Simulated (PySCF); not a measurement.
Spinor energies of Hf²⁺ (hafnium, charge +2)

Start: [Xe] 4f14 5d2; 5d5/2 filled at m_j = +3/2, +5/2. Calculated with PySCF 2.14 in x2c-SVPall-2c with one added diffuse shell each of s, d type (8s9p10d2f, 99 functions): generalised Hartree-Fock with the X2C-1e Hamiltonian and a Gaussian nucleus; one run each with spin-orbit coupling (SO) switched off, then screened by Boettger's factors. This is a chosen level, not necessarily the ground level.

| spinor shell | electrons | ε, spin-free (eV) | ε, screened SO (eV) | weight of nominal j (screened SO) | rms radius, screened SO (bohr) |
| --- | --- | --- | --- | --- | --- |
| 1s1/2 | 2 | -65703.3 | -65685.3 | 1.000 | 0.0215 |
| 2s1/2 | 2 | -11386.7 | -11381.2 | 1.000 | 0.0869 |
| 2p1/2 | 2 | -10001.9 | -10851.4 | 1.000 | 0.0740 |
| 2p3/2 | 4 | -10001.9 | -9653.4 | 1.000 | 0.0812 |
| 3s1/2 | 2 | -2666.1 | -2664.3 | 1.000 | 0.222 |
| 3p1/2 | 2 | -2244.9 | -2429.5 | 1.000 | 0.214 |
| 3p3/2 | 4 | -2244.9 | -2168.1 | 1.000 | 0.228 |
| 3d3/2 | 4 | -1741.5 | -1774.5 | 1.000 | 0.202 |
| 3d5/2 | 6 | -1741.5 | -1718.1 | 1.000 | 0.206 |
| 4s1/2 | 2 | -579.90 | -579.51 | 1.000 | 0.498 |
| 4p1/2 | 2 | -439.19 | -481.79 | 1.000 | 0.508 |
| 4p3/2 | 4 | -439.19 | -421.53 | 1.000 | 0.541 |
| 4d3/2 | 4 | -253.77 | -260.41 | 1.000 | 0.571 |
| 4d5/2 | 6 | -253.77 | -249.17 | 1.000 | 0.583 |
| 5s1/2 | 2 | -95.376 | -95.428 | 1.000 | 1.23 |
| 5p1/2 | 2 | -58.874 | -64.069 | 0.984 | 1.42 |
| 5p3/2 | 4 | -58.874 | -56.817 | 0.992 | 1.46 |
| 4f5/2 | 6 | -46.423 | -47.301 | 0.992 | 0.743 |
| 4f7/2 | 8 | -46.423 | -45.658 | 0.994 | 0.750 |
| 5d5/2 | 2 | -21.925 | -21.779 | 0.825 | 2.34 |

```json
{"quantity": "E (hartree)", "spin-free": "-15065.53086", "screened SO": "-15081.26792"}
{"quantity": "M_J", "spin-free": "4", "screened SO": "4"}
{"quantity": "⟨J²⟩", "spin-free": "20.006", "screened SO": "20.006"}
{"quantity": "⟨L²⟩", "spin-free": "12.004", "screened SO": "12.319"}
{"quantity": "⟨S²⟩", "spin-free": "2.001", "screened SO": "2.033"}
```

Each row is a mean over spinors that exchange with the open shell spreads, by up to 4.520 eV (5p3/2).

Rows whose weight is well below 1 are mixtures of j = l ± 1/2: exchange outweighs spin-orbit coupling there, and the label is only the starting occupation.

Breit and QED terms are absent; they matter most for the inner s and p1/2 levels.

Densities and radii are taken from the X2C orbitals without a picture-change correction, which distorts them close to the nucleus.

Without spin-orbit coupling the j labels of p, d and f shells carry no meaning; the spin-free column gives the mean over the occupied spinors of each nl shell.
